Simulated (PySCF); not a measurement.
## What settings do to a single point of [BiCl3]2+

The sound run of [BiCl3]2+ (singlet) uses PySCF 2.14.0, RKS TPSS, Bi def2-SVP with ECP60, Cl def2-SVP; non-relativistic Hamiltonian with scalar-relativistic core potentials where named; density fitting; no spin-orbit coupling, grid (50, 194), threshold 1e-8 Eh and 55 cycles, at the relaxed geometry:

```xyz
4

Bi    0.0000    0.0000   -0.3513
Cl    2.3868    0.0000   -0.3521
Cl   -1.1933    2.0670   -0.3521
Cl   -1.1934   -2.0670   -0.3521
```

There Bi1 has a Mulliken charge of 1.34 e and the dipole about the centre of mass is 0.00 D. Each run below changes one thing and starts from free metal ions and neutral atoms unless it says otherwise; with 55 cycles, smearing, a level shift and second-order steps follow where DIIS fails, and their cycles count. Energy shifts count from the sound run.

```json
{"change": "Cl4 put 1.1 Å from Bi1, limit 68 cycles", "outcome": "converged", "cycles": "11", "energy shift (eV)": "134.42", "largest force component (eV/Å)": "477.64", "charge on Bi1 (e)": "1.37", "dipole about the centre of mass (D)": "2.36"}
{"change": "threshold 1e-05", "outcome": "converged", "cycles": "9", "energy shift (eV)": "0.0000", "largest force component (eV/Å)": "0.03", "charge on Bi1 (e)": "1.34", "dipole about the centre of mass (D)": "0.00"}
{"change": "cycle limit 5", "outcome": "not converged", "cycles": "5", "energy shift (eV)": "–", "largest force component (eV/Å)": "–", "charge on Bi1 (e)": "–", "dipole about the centre of mass (D)": "–"}
```

**Question.** How does the run with this change end: start from a density of up to 30 smeared cycles (not counted)?

**Answer.** outcome converged, cycles 9, energy shift (eV) 0.0000, largest force component (eV/Å) 0.03, charge on Bi1 (e) 1.34, dipole about the centre of mass (D) 0.00.

Unsound on purpose, so not properties of the compound: Cl4 put 1.1 Å from Bi1, limit 68 cycles.

Forces carry noise of the integration grid, about 0.01 to 0.03 eV/Å.

No frequency check is given that shows the relaxed geometry to be a minimum.
